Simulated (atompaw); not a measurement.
Building the PAW (atompaw) potential for La (Z = 57) (LDA (PW92), scalar-relativistic).

La, PAW, made with atompaw 4.2.0.5 (LDA (PW92), scalar-relativistic). Core [Xe], reference 4f0 5d1 6s1.75 6p0 (charge +0.25). Waves: 6s (bound); 6s channel at 0.7 Ry; 6p (bound, empty); 6p channel at 1.35 Ry; 5d (bound); 5d channel at 4.7 Ry; 4f (bound, empty); 4f channel at 0.3 Ry. Local part: troulliermartins scheme with l = 4 at 1 Ry, radius 2.80 bohr. Core correction: smooth core density matched at 2.50 bohr. Augmentation charge: sinc compensation charge, radius 2.85 bohr; PAW radius 3.00 bohr; waves and projectors: bloechl.

All-electron outer shells of the reference configuration (LDA (PW92), scalar-relativistic, ld1.x):

```json
{"shell": "5s", "level (eV)": "-40.44", "outermost node (bohr)": "0.77", "outermost maximum (bohr)": "1.41"}
{"shell": "5p", "level (eV)": "-23.85", "outermost node (bohr)": "0.83", "outermost maximum (bohr)": "1.58"}
{"shell": "4f", "level (eV)": "-5.96", "outermost node (bohr)": "–", "outermost maximum (bohr)": "0.75"}
{"shell": "6s", "level (eV)": "-4.95", "outermost node (bohr)": "1.86", "outermost maximum (bohr)": "3.69"}
{"shell": "5d", "level (eV)": "-4.49", "outermost node (bohr)": "0.95", "outermost maximum (bohr)": "2.24"}
{"shell": "6p", "level (eV)": "-2.39", "outermost node (bohr)": "2.20", "outermost maximum (bohr)": "4.80"}
```

Q: Estimate the cutoffs (Ry, on a coarse ladder) from which the occupation-weighted sum of valence levels, in a spherical-Bessel basis at the reference potential, stays within 10 and 1 mRy of its value at 400 Ry.

A: 12 Ry and 18 Ry. The cutoffs count occupied waves only; the empty 4f level needs 25 Ry at the loose tolerance.

Q: What does a ghost test show?

A: Ghost states, extra bound levels that the all-electron valence spectrum of the same l lacks: s at -31.4 eV, p at -21.3 eV. A true bound ghost makes a file unfit for plane-wave use.

Q: Is the overlap operator S = 1 + Σ q|β⟩⟨β| positive definite (Bessel basis up to 400 Ry)?

A: Barely: its lowest eigenvalue is 0.006 (s channel).

Q: Which valence shell sets the plane-wave cutoff?

A: 5d: its level needs 18 Ry to come within 1 mRy, against 8 Ry for 6s.
